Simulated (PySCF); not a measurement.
Si(H)2(Cl)(NH2) (ClH₄NSi), SMILES N[SiH2]Cl.

The structure is a stationary point at ωB97X-D3(BJ)/def2-TZVP. Other conformers were not sampled.

These are PBE0/def2-TZVPD (PySCF) values and carry that method's errors.

Gas-phase values at a fixed geometry.

Estimate the frontier levels, gap, dipole moment and polarisability. (An estimate is asked for; the answer gives what the named calculation found.)


highest occupied level: -8.07 eV
lowest empty level: -0.09 eV
orbital gap: 7.98 eV
dipole moment: 1.96 D
quadrupole, principal values (traceless, Buckingham form, about the centre of nuclear charge): -5.80, 1.46, 4.34 D·Å
mean static polarisability: 50.1 bohr³ (7.43 Å³)
polarisability, principal values: 44.7, 47.4, 58.3 bohr³
